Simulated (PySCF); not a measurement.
# Bond curve of MgI

Set-up: PySCF, spin-free X2C with a Gaussian nucleus, basis sets Mg x2c-TZVPPall, I x2c-TZVPPall. Energies in eV from Mg + I in their ground configurations at the same level. State: ²Σ⁺ (doublet), unpaired electrons σ ↑.

All columns are r²SCAN. A positive dipole means Mg(−)I(+).

```tsv
R (Å)	E (eV)	μ (D)	Mulliken charge on Mg (basis-dependent)	HOMO (eV)	LUMO (eV)	Mayer bond order	⟨S²⟩
2.233	-1.805	-1.57	0.30	-4.62	-2.76	1.19	0.75
2.336	-2.215	-2.01	0.33	-4.75	-2.89	1.15	0.75
2.440	-2.438	-2.48	0.36	-4.88	-3.02	1.10	0.75
2.518	-2.517	-2.84	0.38	-4.98	-3.12	1.07	0.75
2.596	-2.539	-3.20	0.40	-5.08	-3.22	1.04	0.75
2.674	-2.517	-3.57	0.41	-5.17	-3.32	1.02	0.75
2.778	-2.441	-4.05	0.43	-5.28	-3.46	0.99	0.75
2.908	-2.292	-4.65	0.44	-5.42	-3.63	0.95	0.75
3.063	-2.072	-5.32	0.45	-5.55	-3.84	0.92	0.75
3.271	-1.754	-6.09	0.44	-5.56	-4.09	0.87	0.76
```

A fit through these points gives, at Re = 2.593 Å, μ = -3.19 D and dμ/dR = -4.70 D/Å; the reduced mass is 20.17 u.

**Question.** How strong is the fundamental in the double-harmonic approximation, I = 42.26·(dμ/dR)²/μred km/mol?

**Answer.** I = 42.26·(-4.70)²/20.17 = 46.3 km/mol at r²SCAN.

Spin–orbit coupling is left out, which matters for elements this heavy, above all for dissociation energies. The state is the lowest determinant that a PBE0 search found; another state may lie lower at other levels.
